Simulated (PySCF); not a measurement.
M06-L on Sr⁻ (strontium, charge -1), [Kr] 4d1 5s2, 2D determinant. All numbers are calculated (PySCF 2.14, a scalar-relativistic core potential, in def2-TZVPPD with the def2 core potential (28 electrons)).

```
cycle= 1 E= -30.6418644391297  delta_E= -0.00176  |g|= 0.0424  |ddm|= 0.635
cycle= 2 E= -30.6411584906062  delta_E= 0.000706  |g|= 0.0481  |ddm|= 0.611
cycle= 3 E= -30.6446581051458  delta_E= -0.0035  |g|= 0.00133  |ddm|= 0.339
cycle= 4 E= -30.6446622524101  delta_E= -4.15e-06  |g|= 0.000376  |ddm|= 0.0164
cycle= 5 E= -30.6446625088709  delta_E= -2.56e-07  |g|= 6.6e-05  |ddm|= 0.00174
cycle= 6 E= -30.6446625302131  delta_E= -2.13e-08  |g|= 3.35e-05  |ddm|= 0.00115
cycle= 7 E= -30.6446625349162  delta_E= -4.7e-09  |g|= 9.14e-06  |ddm|= 0.000615
cycle= 8 E= -30.6446625354053  delta_E= -4.89e-10  |g|= 1.16e-06  |ddm|= 0.000205
converged SCF energy = -30.6446625354053  <S^2> = 0.75138454  2S+1 = 2.0013841
```

Highest occupied orbital energy: 2.790 eV; ⟨L²⟩ = 6.02; populations by l: s 4.00, p 6.00, d 1.00, f 0.00.

**Question.** Can this result be used?

**Answer.** With care. Self-consistency was reached. Energies and moments cover only the electrons outside the core potential. The configuration of this anion was assumed by filling the next shell in order. It is not the known or likely ground configuration (Ca⁻, Sr⁻ and Ba⁻, for instance, bind a p electron), so these values are not the electron affinity of the element. At M06-L the highest occupied level has a positive energy, so only the finite basis holds that electron.
